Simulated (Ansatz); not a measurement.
Reactions of C$_{7}$H$_{16}$, SMILES `CCC(CC)CC`.

Isolated molecules relaxed with PBE0-D4/def2-TZVP in Ansatz; ΔE leaves out vibrations. CBS: MP2 limit from def2 TZ/QZ plus the TZ coupled-cluster correction, frozen cores. This one scheme is used for every species. def2 core potentials past Kr. For As, Ge, In, Se, Sn outer-core shells are correlated without core-valence functions, which leaves a few kJ/mol of doubt a bond. Scalar relativity is left out up to krypton. One conformer a species, not always the lowest.

**Question.** Order these by ΔE at CCSD(T)/CBS, lowest first. (Estimate.)
A. `CCC(CC)CC` + `Cl[SiH2][NH][GeH3]` → `CC[N]([GeH3])[SiH2]Cl` + `CCCCC`
B. `CCC(CC)CC` + `N[AsH2]` → `CC[AsH]N` + `CCCCC`
C. `CCC(CC)CC` + `[OH][SnH2][SeH]` → `C[O][SnH2][SeH]` + `CCC(C)CC`
D. `CCC(CC)CC` + `CC#CCCCC` → `CCCC#CCCCC` + `CCCCC`
E. `CCC(CC)CC` + `OBCl` → `CCOBCl` + `CCCCC`
F. `CCC(CC)CC` + `[F][In]([F])[SH]` → `C[S][In]([F])[F]` + `CCC(C)CC`

**Answer.** B (-0.21 eV), D (-0.02 eV), F (+0.15 eV), A (+0.31 eV), E (+0.44 eV), C (+0.58 eV).

Largest T1 diagnostic: 0.016, for `[F][In]([F])[SH]`.
